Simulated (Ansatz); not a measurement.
Total energies of C$_{4}$H$_{9}$Cl$_{3}$OSi (`CC(C)(C)O[Si](Cl)(Cl)Cl`).

```xyz
18

C     0.6135    0.5478   -1.2412
C     0.0639   -0.4296   -0.2173
C     0.9793   -1.6308   -0.0710
C    -1.3495   -0.8594   -0.5682
O     0.0230    0.1789    1.0913
Si   -0.1996    1.6460    1.6788
Cl    1.4249    2.8431    1.4126
Cl   -1.7993    2.5980    0.8466
Cl   -0.5251    1.4420    3.6664
H    -0.0289    1.4266   -1.3351
H     1.6177    0.8756   -0.9674
H     0.6651    0.0662   -2.2197
H     1.0431   -2.1758   -1.0150
H     1.9830   -1.3120    0.2158
H     0.5980   -2.3062    0.6966
H    -1.3549   -1.3915   -1.5219
H    -1.7445   -1.5243    0.2019
H    -2.0097    0.0052   -0.6533
```

Charge 0, multiplicity 1. The geometry is a stationary point of PBE0-D4/def2-TZVP. It is one conformer, not always the lowest. Basis def2-TZVPP, Ansatz 0.2.0.

RPA on PBE orbitals: Hartree–Fock energy of these orbitals -1899.27067 Eh, correlation -2.63375 Eh (frozen core).

| functional | energy without D4 (Eh) | D4 term (kJ/mol) |
| --- | --- | --- |
| PBE | -1902.50595 | -63.0 |
| revPBE | -1903.11808 | -175.4 |
| BLYP | -1903.39383 | -134.2 |
| r2SCAN | -1903.28259 | -17.0 |
| PBE0 | -1902.67794 | -54.5 |
| B3LYP | -1903.58862 | -100.7 |
| r2SCANh | -1903.26779 | -18.2 |
| r2SCAN0 | -1903.24748 | -20.0 |
| BHLYP | -1903.39020 | -78.6 |
| CAM-B3LYP | -1903.45952 | -56.1 |
| LC-ωPBE | -1902.92075 | – |
| ωB97X-V | -1903.21704 | – |
| ωB97M-V | -1903.34496 | – |
| B2PLYP | -1902.82084 | – |

Give the same for LDA (SPW92), B97M-V, HSE06 (plane-wave form), PBE-QIDH. (Best estimate.)

The calculation gave: 
```csv
functional,energy without D4 (Eh),D4 term (kJ/mol)
LDA (SPW92),-1895.89829,–
B97M-V,-1903.08923,–
HSE06 (plane-wave form),-1902.63526,-51.2
PBE-QIDH,-1902.32355,–
```

B3LYP takes the VWN-RPA correlation (the form of Gaussian; ORCA's B3LYP/G). HSE06 is the plane-wave form, built on full-range PBE exchange. The double hybrids freeze the cores in their second-order part.

LC-ωPBE has ω = 0.4 bohr⁻¹.
